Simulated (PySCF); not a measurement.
# State search for LiCd

Unrestricted PBE0; PySCF, scalar-relativistic core potentials, basis sets Li def2-TZVP, Cd def2-TZVP with ECP28. Outer shells of the fragments: Li 2s1; Cd 4d10 5s2.

Followed along the bond (rough minima from three points):

```json
{"2Ms+1": "2", "unpaired": "σ ↑", "⟨S²⟩ at the start": "0.75", "R at minimum (Å)": "3.07", "Te (eV)": "0.00"}
{"2Ms+1": "4", "unpaired": "σ ↑↑, π ↑", "⟨S²⟩ at the start": "3.75", "R at minimum (Å)": "2.98", "Te (eV)": "3.57"}
{"2Ms+1": "2", "unpaired": "π ↑", "⟨S²⟩ at the start": "0.75", "R at minimum (Å)": "none in the scan", "Te (eV)": "≤ 0.98"}
```

Solutions found at the starting distance of 2.685 Å, counted from the lowest of them; the search is not exhaustive and high or unbound solutions are not listed, so other states can lie among these:

```csv
2Ms+1,unpaired,term,E (eV),⟨S²⟩,⟨Lz²⟩,μ (D)
2,σ ↑,²Σ⁺,0.00,0.75,0.00,-0.34
2,π ↑,²Π,0.95,0.75,1.00,-2.71
4,"σ ↑↑, π ↑",⁴Π,3.56,3.75,1.00,-2.55
2,"σ ↑↑, π ↓",mixed,4.36,1.75,1.00,-2.57
4,σ ↑↑↑,⁴Σ⁺,4.36,3.75,0.00,5.21
4,"σ ↑, π ↑↑",⁴Σ⁻,4.46,3.75,0.00,-3.00
```

A term symbol is given only where ⟨S²⟩ and ⟨Lz²⟩ are close to those of a pure state; real π, δ and φ orbitals otherwise mix terms. A positive dipole means Li(−)Cd(+).

Spin–orbit coupling is left out. Counting both spins, an empty level lies below a filled one in some of these solutions, because spin and occupation are held.
